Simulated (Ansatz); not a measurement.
Gas-phase reaction in SMILES: [SiH2]([SiH2])F -> F[SiH2][SiH2-] (an electron is taken up)

Wanted: adiabatic electron affinity (0 K, with zero-point energies), in eV. Positive where the reaction releases energy. Set-up: dispersion terms only where a functional's name holds one; six Cartesian d functions in 6-31G* and its kin unless marked 5d; non-relativistic; UHF or UKS for open shells; frozen cores in correlated levels; spin-orbit terms left out. Basis-set limits of correlation are two-point, X^-3; Hartree-Fock from the larger set. First-principles rows: single points at B3LYP-D3(BJ) geometries (Ansatz, an electronic-structure program), with unscaled harmonic terms from B3LYP/6-31G* (Ansatz) at its own minima. Anions need diffuse functions, which STO-3G, LANL2DZ, def2-SVP, cc-pVDZ and Pople sets without + lack.

| species | coefficient | E at HF/6-31G* (Ansatz), Eh | E at wB97X-V/def2-TZVPD (Ansatz), Eh | zero-point energy, kcal/mol |
|---|---|---|---|---|
| F[SiH2][SiH2] | +1 | -679.61145 | -681.17023 | 22.20 |
| F[SiH2][SiH2-] | -1 | -679.63258 | -681.24048 | 21.05 |

Coupled cluster (Ansatz) is a level with limits of its own, used here on species with T1 under 0.025 (0.045 for open shells) and stable references: CCSD(T)/CBS(aug-cc-pV(T+d)Z,aug-cc-pV(Q+d)Z). Value to compare with, CCSD(T)/CBS(aug-cc-pV(T+d)Z,aug-cc-pV(Q+d)Z) (Ansatz): 2.04 eV. 1 Eh = 27.2114 eV and 1 eV = 23.0605 kcal/mol.

**Question.** Compute it at each level from the table, and compare with CCSD(T)/CBS(aug-cc-pV(T+d)Z,aug-cc-pV(Q+d)Z) (Ansatz).

**Answer.** 
- HF/6-31G*: the sum of coefficient times E is 0.02113 Eh, or 0.575 eV; the thermal terms add 0.050. Result: 0.62 eV. Its difference against CCSD(T)/CBS(aug-cc-pV(T+d)Z,aug-cc-pV(Q+d)Z) (Ansatz) is -1.42 eV.
- wB97X-V/def2-TZVPD: the sum of coefficient times E is 0.07025 Eh, or 1.912 eV; the thermal terms add 0.050. Result: 1.96 eV. Its difference against CCSD(T)/CBS(aug-cc-pV(T+d)Z,aug-cc-pV(Q+d)Z) (Ansatz) is -0.08 eV.
